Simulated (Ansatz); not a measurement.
Total energies of C₂H₄O₃Ti (`C#[C][Ti]([OH])([OH])[OH]`).

Cartesian coordinates in Å:
```
C 2.533 -0.748 -0.200
C 1.371 -0.396 -0.167
Ti -0.586 0.204 -0.104
O -0.566 1.954 0.233
O -1.349 -0.769 1.172
O -1.348 -0.092 -1.694
H 3.553 -1.058 -0.234
H -0.157 2.508 0.899
H -1.590 -0.762 2.097
H -1.861 -0.841 -2.003
```

Charge 0, multiplicity 1. Correlated methods include outer-core shells of Ti, which these sets cover unevenly. Scalar relativity is left out up to krypton. All single points use the PBE0-D4/def2-TZVP geometry. It is one conformer, not always the lowest. Basis def2-TZVPP, Ansatz.

RPA on PBE orbitals: Hartree–Fock energy of these orbitals -1151.16760 Eh, correlation -2.24066 Eh (frozen core).

| functional | energy without D4 (Eh) | D4 term (kJ/mol) |
| --- | --- | --- |
| PBE | -1153.46054 | -21.3 |
| revPBE | -1153.82280 | -57.8 |
| r2SCAN | -1153.82961 | -5.4 |
| B97M-V | -1153.72601 | – |
| PBE0 | -1153.45645 | -18.2 |
| r2SCANh | -1153.79056 | -5.8 |
| HSE06 (plane-wave form) | -1153.43403 | -17.1 |
| CAM-B3LYP | -1153.91829 | -18.7 |
| B2PLYP | -1153.63712 | – |
| PBE-QIDH | -1153.29773 | – |

Question: Give the same for LDA (SPW92), BLYP, B3LYP, r2SCAN0, BHLYP, LC-ωPBE, ωB97X-V, ωB97M-V. (An estimate is asked.)

Answer: The calculation gave: 
| functional | energy without D4 (Eh) | D4 term (kJ/mol) |
| --- | --- | --- |
| LDA (SPW92) | -1149.65689 | – |
| BLYP | -1153.99513 | -45.4 |
| B3LYP | -1154.02726 | -34.2 |
| r2SCAN0 | -1153.73520 | -6.4 |
| BHLYP | -1153.79237 | -27.5 |
| LC-ωPBE | -1153.61347 | – |
| ωB97X-V | -1153.76719 | – |
| ωB97M-V | -1153.84333 | – |

B3LYP takes the VWN-RPA correlation (the form of Gaussian; ORCA's B3LYP/G). HSE06 is the plane-wave form, built on full-range PBE exchange. The double hybrids freeze the cores in their second-order part.

LC-ωPBE has ω = 0.4 bohr⁻¹.
